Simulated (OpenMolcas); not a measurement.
Os6+ among 6 point charges of -0.85 e arranged as a tetragonal octahedron (D4h), 1.81 Å from the ion, with the axial distance 1.864 Å.

```
Program             : OpenMolcas
Method              : CASSCF
Basis               : ANO-RCC-VDZP [7s6p4d2f1g]
Scalar Hamiltonian  : DKH2, point nucleus
Active space        : 2 electrons in 5 orbitals (5d)
State averaging     : 2S+1 = 3 even, 10 roots; 2S+1 = 1 even, 15 roots
Spin-orbit coupling : RASSI with atomic mean-field integrals over the reference wave functions
```

What is the spin-free ground state (labels of D4, the rotations of D4h)?

3A2, 1-fold in its orbital part, 98 % from free-ion F terms; it has the highest spin that d2 allows.

Where is the first state of the same spin?

3E at 312 cm-1 above the ground state. The two act as a nearly degenerate pair, with unquenched orbital momentum.

What are the lowest two levels with spin-orbit coupling?

A 1-fold level A1, then a 1-fold level B1 177.6 cm-1 above it. Their leading multiplicities are 3 (92 %) and 3 (91 %).

What is χT at 300 K, and how does it compare with the textbook value?

The lowest level has 2S+1 = 3, for which the spin-only value is χT = S(S+1) / 2 = 1.000 cm3 K/mol (g = 2). The computed 0.105 at 300 K differs by -0.895, through orbital momentum, spin-orbit coupling and any other state in reach.

Spin-orbit coupling mixes the spin-free states strongly: the lowest level takes only 44 % from its leading state, 3A2. Without dynamic correlation the repulsion within the d shell is too large (B by tens of per cent), so at a given field states of lower spin stand too high. This is an electrostatic model: the charges have no orbitals. No measured value stands beside these numbers.
